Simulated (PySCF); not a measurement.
Calculation: TPSSh-D3(BJ)/def2-TZVP // TPSS-D3(BJ)/def2-SVP (PySCF). All species are isolated molecules in the gas phase. 

Reference species: [Hf(Br)3(H)] (neutral, multiplicity 1).

* **LUMO**: -2.83 eV
* **coordination number**: 4
* **HOMO**: -8.30 eV

Changed species: [Hf(Br)4] (0 of 4 Br replaced by H; the reference has 1 of 4 Br replaced by H).

Q: What does the change do to the LUMO, coordination number and HOMO?

A: the LUMO falls by 0.03 eV, to -2.86 eV; the coordination number is nearly the same; the HOMO rises by 0.03 eV, to -8.27 eV.
